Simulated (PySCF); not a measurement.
H9NSi3. Atoms are numbered in the order given.

```xyz
13

Si     0.2930     1.6645     0.4916
N      0.0132     0.0180    -0.0720
Si    -1.6267    -0.5166    -0.4347
Si     1.3299    -1.1532    -0.0358
H     -0.6901     2.5724    -0.1631
H      0.1337     1.7953     1.9718
H      1.6829     2.0672     0.1375
H     -2.3927     0.6264    -1.0058
H     -1.5638    -1.6365    -1.4151
H     -2.3506    -1.0011     0.7797
H      1.4667    -1.8164     1.2965
H      1.0663    -2.2077    -1.0546
H      2.6092    -0.4520    -0.3379
```

Coordinates come from a B3LYP-D3(BJ)/def2-SVP optimisation. The geometry has at least one imaginary mode, so it is a saddle point at that level.

Level of theory: CAM-B3LYP/def2-TZVP in PySCF.

The molecule is in vacuum.

```yaml
total_energy: -928.73502 hartree
highest_occupied_level: -9.01 eV
lowest_empty_level: 0.62 eV
orbital_gap: 9.63 eV
dipole_moment: 0.09 D
quadrupole, principal values (traceless, Buckingham form, about the centre of nuclear charge): -1.14, 0.55, 0.60 D·Å
mean_static_polarisability: 83.2 bohr³ (12.33 Å³)
polarisability_principal_values: 74.1, 87.8, 87.8 bohr³
```
